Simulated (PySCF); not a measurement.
Simulated Cl 2p region for `[C](F)(F)(F)[Ga]([Cl])[Cl]` (GaCl2(CF3)), binding energy against the vacuum level.

Every computed line was given a Gaussian of 0.5 eV full width at half maximum and an area set by the number of equivalent atoms (split 2:1 within a doublet); the highest printed point is 100. Theory: PySCF 2.14.0, delta-SCF UKS SCAN, pcX-2 on the ionised atom, pcseg-1 elsewhere, spin-free X2C.

binding energy (eV), intensity and a bar:
```
    205.6          0 
    205.7          2 
    205.8          6 ##
    205.9         15 #####
    206.0         34 ##########
    206.1         61 ##################
    206.2         87 ##########################
    206.3        100 ##############################
    206.4         92 ############################
    206.5         68 ####################
    206.6         40 ############
    206.7         19 ######
    206.8          7 ##
    206.9          2 #
    207.0          1 
    207.1          0 
    207.2          0 
    207.3          0 
    207.4          1 
    207.5          5 #
    207.6         11 ###
    207.7         23 #######
    207.8         37 ###########
    207.9         48 ##############
    208.0         49 ###############
    208.1         41 ############
    208.2         27 ########
    208.3         14 ####
    208.4          6 ##
    208.5          2 #
    208.6          1 
    208.7          0
```

How many maxima does the curve show, and how many computed lines lie under it?

The curve has 2 maxima (at 206.3 and 208.0 eV). Under it lie 2 lines from 1 inequivalent chlorine site, drawn as a 2p3/2, 2p1/2 pair.

Decompose the envelope and assign each component. Bonds: Ga1–Cl2, Ga1–Cl3, Ga1–C4, C4–F5, C4–F6, C4–F7.

| position (eV) | relative area | line | atoms | environment |
| --- | --- | --- | --- | --- |
| 206.31 | 1.33 | Cl 2p3/2 | Cl2/Cl3 | chlorine bonded to Ga |
| 207.97 | 0.67 | Cl 2p1/2 | Cl2/Cl3 | chlorine bonded to Ga |

What are the centre and the root-mean-square width of the whole band?

The area-weighted mean of the lines is 206.86 eV. Their own spread about it is 0.78 eV (rms) and each Gaussian has σ = 0.5/2.355 = 0.21 eV; the variances add, which gives 0.81 eV.

Shake-up satellites, vibrational structure and lifetime widths aren't simulated. One atom of each set of topologically equivalent atoms was ionised and stands for the set; in this conformer not all members are related by symmetry, and their own values weren't computed. The 2p values aren't plain energy differences: one relaxed spin-free 2p hole is combined with a matrix within the shell (ground-state 2p orbital-energy differences and spin–orbit coupling). 2p3/2, the mean of its two sublevels, lies a third of the splitting below the shell's mean and 2p1/2 two thirds above it; the statistical areas are 2:1. 2p1/2 minus 2p3/2 (ligand field included): Cl 1.65 eV. Isolated species at its PBE0-D3(BJ)/def2-SVP geometry, gas phase.

Time: 42 s wall; peak memory 0.47 GiB. Hardware: AMD EPYC, one thread, no GPU, shared host with 64 logical CPUs at a one-minute load of 59.
